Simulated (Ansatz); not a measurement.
Cost and result for the atomization energy of BGeH₅O₂S (`OB(O)[S][GeH3]`) (10 atoms, 9 bonds).

Cartesian coordinates in Å:
```
O -0.115 1.003 -1.487
B -0.799 1.101 -0.321
O -1.866 1.940 -0.313
S -0.379 0.217 1.249
Ge 0.967 -1.407 0.562
H 0.696 0.493 -1.435
H -2.358 1.932 0.509
H 1.916 -0.854 -0.523
H 1.779 -1.854 1.781
H 0.158 -2.573 -0.023
```

The species carries charge 0 and has multiplicity 1. Correlated methods include outer-core shells of Ge, which these sets cover unevenly. Scalar relativity is left out up to krypton. The structure was optimised at the PBE0-D4/def2-TZVP level. It is a higher conformer; a search finds a lower one. Program: Ansatz. All runs use 4 threads of a server CPU on a shared host. Times are those of one run each, without the atoms' runs, and a repeat can differ threefold. Electronic energies, without spin–orbit coupling; frozen cores. CCSD(T)/CBS adds CCSD(T) − MP2 in def2-TZVPP to the MP2 limit, and its time is that of the two runs behind it. T1 = 0.012. With those shells the extrapolation isn't a true limit. B3LYP takes the VWN-RPA correlation (the form of Gaussian; ORCA's B3LYP/G).

CCSD(T)/CBS is a level of theory with its own doubt, some kJ/mol a heavy atom from the limit and from the frozen cores, so smaller differences don't rank the functionals.

| level | functions | wall time |
| --- | --- | --- |
| LDA (SPW92)/def2-TZVPP | 253 | 1.6 s |
| revPBE-D4/def2-TZVPP | 253 | 2.7 s |
| PBE-D4/def2-TZVPP (with forces) | 253 | 3.2 s |
| B3LYP-D4/def2-TZVPP (with forces) | 253 | 6.5 s |
| BHLYP-D4/def2-TZVPP | 253 | 8.5 s |
| PBE-QIDH/def2-TZVPP | 253 | 9.5 s |
| B2PLYP/def2-TZVPP | 253 | 10 s |
| CCSD(T)/def2-SVP | 117 | 12 s |
| ωB97X-V/def2-TZVPP | 253 | 13 s |
| ωB97M-V/def2-TZVPP (with forces) | 253 | 19 s |
| MP2/def2-QZVPP | 480 | 36 s |
| CCSD(T)/def2-TZVPP | 253 | 4.9 min |
| CCSD(T)/CBS(def2) | – | 5.5 min |

Q: What atomization energy does each give, and how far from CCSD(T)/CBS? (An estimate is asked.)

A: Ansatz gave: 
```json
{"level": "LDA (SPW92)/def2-TZVPP", "atomization (kcal/mol)": "995.3", "difference from CCSD(T)/CBS": "132.9", "per bond": "14.8"}
{"level": "revPBE-D4/def2-TZVPP", "atomization (kcal/mol)": "849.9", "difference from CCSD(T)/CBS": "-12.5", "per bond": "-1.4"}
{"level": "PBE-D4/def2-TZVPP (with forces)", "atomization (kcal/mol)": "874.1", "difference from CCSD(T)/CBS": "11.7", "per bond": "1.3"}
{"level": "B3LYP-D4/def2-TZVPP (with forces)", "atomization (kcal/mol)": "855.4", "difference from CCSD(T)/CBS": "-7.0", "per bond": "-0.8"}
{"level": "BHLYP-D4/def2-TZVPP", "atomization (kcal/mol)": "829.1", "difference from CCSD(T)/CBS": "-33.3", "per bond": "-3.7"}
{"level": "PBE-QIDH/def2-TZVPP", "atomization (kcal/mol)": "853.7", "difference from CCSD(T)/CBS": "-8.7", "per bond": "-1.0"}
{"level": "B2PLYP/def2-TZVPP", "atomization (kcal/mol)": "849.0", "difference from CCSD(T)/CBS": "-13.4", "per bond": "-1.5"}
{"level": "CCSD(T)/def2-SVP", "atomization (kcal/mol)": "808.1", "difference from CCSD(T)/CBS": "-54.3", "per bond": "-6.0"}
{"level": "ωB97X-V/def2-TZVPP", "atomization (kcal/mol)": "863.7", "difference from CCSD(T)/CBS": "1.3", "per bond": "0.1"}
{"level": "ωB97M-V/def2-TZVPP (with forces)", "atomization (kcal/mol)": "862.6", "difference from CCSD(T)/CBS": "0.2", "per bond": "0.0"}
{"level": "MP2/def2-QZVPP", "atomization (kcal/mol)": "872.0", "difference from CCSD(T)/CBS": "9.6", "per bond": "1.1"}
{"level": "CCSD(T)/def2-TZVPP", "atomization (kcal/mol)": "840.4", "difference from CCSD(T)/CBS": "-22.0", "per bond": "-2.4"}
{"level": "CCSD(T)/CBS(def2)", "atomization (kcal/mol)": "862.4", "difference from CCSD(T)/CBS": "0.0", "per bond": "0.0"}
```

From PBE to PBE0 (25 % exact exchange), in def2-TZVPP and without D4, the atomization energy moves by −16.6 kcal/mol: exact exchange takes away binding that semilocal exchange gives to molecules. At CCSD(T), def2-SVP lies −54.3 kcal/mol from the extrapolated value and def2-TZVPP −22.0 kcal/mol: correlation converges slowly with the basis, and small sets miss more of it in the bonded molecule than in its fragments. Leaving LDA and LC-ωPBE aside and taking each functional with its dispersion term where it has one, the values spread over 45.0 kcal/mol, from BHLYP-D4 to PBE-D4. LDA lies +126.7 kcal/mol from PBE without D4, its usual overbinding.
